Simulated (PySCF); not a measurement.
Worked example: oscillator strength and radiative lifetime

CH5OSb, SMILES C[O][SbH2].

Geometry optimised at PBE0-D3(BJ)/def2-SVP. The def2 effective core potentials stand for the cores of Sb; spin–orbit coupling is left out.

PySCF with TDA-CAM-B3LYP/def2-SVPD puts the first singlet state with f over 0.02 at 5.42 eV (vertical), with the transition dipole (-0.330, 0.393, 0.000) in atomic units.

### Question
Find the oscillator strength, the wavelength and the radiative lifetime that this transition would have in vacuum if emission retraced absorption.

### Answer

|μ|² = 0.2633 au, so |μ| = 1.30 D. ΔE = 5.42/27.211 = 0.1992 hartree. f = (2/3) ΔE |μ|² = 0.035 (the program prints 0.035).
λ = 1239.84/5.42 = 229 nm; ν = 43715 cm⁻¹.
Einstein's coefficient A = 0.6670 ν² f s⁻¹ (ν in cm⁻¹) = 4.5e7 s⁻¹, so τ = 1/A = 22 ns. This state is S2; the lower singlet has f = 0.000. The figure is the radiative limit of this one transition; relaxation, internal conversion, crossing to triplets and a medium change what is measured.
